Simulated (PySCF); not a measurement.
## Correlation energy of Sn (tin, neutral)

[Kr] 4d10 5s2 5p2, high-spin 3P determinant. Calculation: PySCF 2.14, in aug-cc-pwCVTZ-DK3 (10s9p7d4f1g, 109 functions); the spin-free X2C one-electron Hamiltonian (Gaussian nucleus). Frozen: [Ar] 3d10; 22 electrons correlated.

MP2 pair energies summed by pair of shells (mhartree):

| pair | energy | share (%) |
| --- | --- | --- |
| 4d-4d | -336.64 | 46.0 |
| 4p-4d | -136.82 | 18.7 |
| 4d-5s | -73.57 | 10.1 |
| 4p-4p | -42.34 | 5.8 |
| 4d-5p | -35.64 | 4.9 |
| 4s-4d | -28.29 | 3.9 |
| 5s-5p | -26.87 | 3.7 |
| 4s-4p | -16.50 | 2.3 |
| 5s-5s | -13.67 | 1.9 |
| 4p-5s | -8.69 | 1.2 |
| 5p-5p | -4.20 | 0.6 |
| 4p-5p | -3.77 | 0.5 |
| 4s-4s | -3.40 | 0.5 |
| 4s-5s | -0.99 | 0.1 |
| 4s-5p | -0.45 | 0.1 |

Total MP2 correlation energy: -731.86 mhartree.

Same-spin part -251.25 and opposite-spin part -480.61 mhartree; SCS-MP2 scales them by 1/3 and 6/5 to -660.48 mhartree.
